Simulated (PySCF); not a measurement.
Isomers of C7H9ClNP, from PySCF 2.14.0, PBE0-D3(BJ)/def2-SVP geometry optimisation, gas phase. One conformer each, no zero-point energy, no frequencies.

Task: Which isomer lies lowest at this level?
A. `CN(C)c1ccc(Cl)cp1`: A = 2488, B = 527.5, C = 437.7 MHz, dipole 4.14 D
B. `[CH3:1][CH:2]([CH3:3])[c:4]1[cH:5][n:6][c:7]([Cl:8])[cH:9][p:10]1` with C1–C2–C4–C5 61°: A = 2254, B = 523.2, C = 467.6 MHz, dipole 2.74 D
C. `CN(C)C1=CC(Cl)=PC=C1`: A = 1614, B = 658.1, C = 470.3 MHz, dipole 5.44 D

Result: B. That is `CC(C)c1cnc(Cl)cp1`, 4.3 kcal/mol below the next.

| SMILES | mapped SMILES | E (Eh) | relative (kcal/mol) | relative (kJ/mol) | dipole (D) |
| --- | --- | --- | --- | --- | --- |
| CC(C)c1cnc(Cl)cp1 | [CH3:1][CH:2]([CH3:3])[c:4]1[cH:5][n:6][c:7]([Cl:8])[cH:9][p:10]1 | -1127.32602 | 0.0 | 0.0 | 2.74 |
| CN(C)c1ccc(Cl)cp1 | [CH3:1][N:2]([CH3:3])[c:4]1[cH:5][cH:6][c:7]([Cl:8])[cH:9][p:10]1 | -1127.31909 | 4.3 | 18.2 | 4.14 |
| CN(C)c1ccpc(Cl)c1 | [CH3:1][N:2]([CH3:3])[c:4]1[cH:5][cH:6][p:7][c:8]([Cl:9])[cH:10]1 | -1127.31718 | 5.6 | 23.2 | 5.44 |
